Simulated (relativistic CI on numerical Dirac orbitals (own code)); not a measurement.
## What each ingredient does to the levels of I52+

Base calculation: Dirac-Coulomb-Breit CI, orbitals from a KLI potential per configuration, model QED (radiative potential, 1s self-energy scaled to tabulated hydrogen-like ionisation energies).

Configurations in the expansion: 1s, 2s, 2p, 3s, 3p, 3d, 4s, 4p, 4d, 4f, 5s, 5p, 5d, 5f, 5g, 6s, 6p, 6d. Levels of other configurations are missing.

Variants: (1) QED terms removed; (2) non-relativistic limit. Shifts of the energy above 1s ²S1/2, in eV, for the lowest level and the first level of each name with at least 55 % of one term (blank where a level changes its place among those of its configuration and J or its character, or is not in the variant):

```tsv
Level	Base	Δ(1)	Δ(2)
1s ²S1/2	0.0	0.0	0.0
2p ²P°1/2	29681.8	+40.9	-1019.3
2s ²S1/2	29688.5	+34.5	-1025.9
2p ²P°3/2	30076.8	+40.3	-1414.3
3p ²P°1/2	35303.9	+41.1	-1333.3
3s ²S1/2	35305.9	+39.2	-1335.2
3d ²D3/2	35421.0	+41.2	-1450.4
3p ²P°3/2	35421.3	+40.9	-1450.7
3d ²D5/2	35457.3	+41.1	-1486.7
4p ²P°1/2	37255.2	+41.1	-1426.7
4s ²S1/2	37256.0	+40.3	-1427.5
4d ²D3/2	37304.4	+41.2	-1476.0
4p ²P°3/2	37304.5	+41.0	-1476.1
4f ²F°5/2	37319.7	+41.2	-1491.3
4d ²D5/2	37319.8	+41.1	-1491.3
4f ²F°7/2	37327.3	+41.1	-1498.8
5p ²P°1/2	38151.4	+41.1	-1463.0
5s ²S1/2	38151.8	+40.7	-1463.4
5d ²D3/2	38176.5	+41.2	-1488.1
5p ²P°3/2	38176.5	+41.1	-1488.2
5f ²F°5/2	38184.3	+41.2	-1496.0
5d ²D5/2	38184.3	+41.1	-1496.0
```
